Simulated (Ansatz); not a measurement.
Total energies of `CCC(C)(CC(C)(CC(C)(C)C(=O)OCc1ccccc1)C(=O)OC)C(=O)OC1CCOC1=O` from Ansatz at PBE0-D4/def2-SVP, gas phase (1 Eh = 27.2114 eV = 2625.5 kJ/mol). The reference geometry is relaxed at PBE-D4/def2-SVP.

| state | geometry | energy (Eh) |
| --- | --- | --- |
| charge 0 singlet | reference | -1611.36816 |
| charge 1 doublet | reference | -1611.04955 |
| charge -1 doublet | reference | -1611.34679 |
| charge -1 doublet | relaxed at PBE-D4/def2-SVP | -1611.35181 |
| free C atom (triplet) | – | -37.76066 |
| free O atom (triplet) | – | -74.92490 |
| free H atom (doublet) | – | -0.50029 |

Single mean-field runs in def2-SVP are fitted with def2-universal-jkfit.

Question: Work out the vertical ionisation energy to the doublet.

Answer: E(charge 1 doublet) − E(charge 0 singlet) = -1611.04955 − (-1611.36816) = 0.31861 Eh = 8.67 eV. For comparison, −ε of the highest occupied level is 7.26 eV at this level, 1.41 eV less.

Question: Work out the vertical electron affinity, to the doublet.

Answer: E(charge 0 singlet) − E(charge -1 doublet) = -1611.36816 − (-1611.34679) = -0.02137 Eh = -0.58 eV; negative, so the extra electron isn't bound. The basis lacks diffuse functions, which makes affinities too small.

Question: Give the fundamental gap IE − EA, the Mulliken electronegativity (IE + EA)/2 and the hardness (IE − EA)/2.

Answer: From the values in Eh: IE − EA = 0.31861 − (-0.02137) = 0.33998 Eh = 9.25 eV; (IE + EA)/2 = 4.04 eV; (IE − EA)/2 = 4.63 eV. The HOMO–LUMO gap of the same run is 6.74 eV, 2.51 eV smaller than the fundamental gap.

Question: How much does the charge -1 doublet relax, and what is the adiabatic electron affinity?

Answer: Relaxation: -1611.34679 − (-1611.35181) = 0.00502 Eh = 0.14 eV. Adiabatic electron affinity: -0.01635 Eh = -0.44 eV, without zero-point energy. 

Question: What is the binding energy per atom against free atoms?

Answer: Atoms: 26 × (-37.76066) + 8 × (-74.92490) + 36 × (-0.50029) = -1599.18680 Eh. Binding: -1599.18680 − (-1611.36816) = 12.18136 Eh = 331.47 eV, or 4.74 eV for each of 70 atoms (no zero-point energy, no counterpoise term).

At PBE0-D4/def2-SVP the highest occupied level of the charge -1 doublet lies above zero (up to 1.70 eV). By energy differences it is unbound by 0.58 eV (vertical, against the charge 0 singlet, at PBE0-D4/def2-SVP) and held by the finite basis. At PBE0-D4/def2-SVP the highest occupied level of the relaxed charge -1 doublet lies above zero (up to 1.18 eV). Energy differences disagree on whether the electron is bound (positive means bound): -0.45 eV (each at its own geometry, against the charge 0 singlet, at PBE0-D4/def2-SVP), but 0.15 eV at PBE-D4/def2-SVP.
